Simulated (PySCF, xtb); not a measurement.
HO3S, SMILES O[S](=O)=O (connectivity only; charge and spin as stated), charge -1, multiplicity 1. Other conformers were not sampled.

Harmonic wavenumbers (cm⁻¹) from GFN2-xTB (xtb) at its own minimum, in rising order: 142, 318, 361, 512, 581, 851, 1058, 1106, 3652.

Q: What does PBE-D3(BJ)/def2-SVPD in PySCF 2.14.0 give at its own minimum? (Estimate from the structure and the level; the computed values follow.)

A: 216, 308, 335, 471, 527, 933, 1017, 1075, 3646. Paired by order, the mean absolute difference is 41 cm⁻¹ and the zero-point energies are 12.3 and 12.2 kcal/mol.
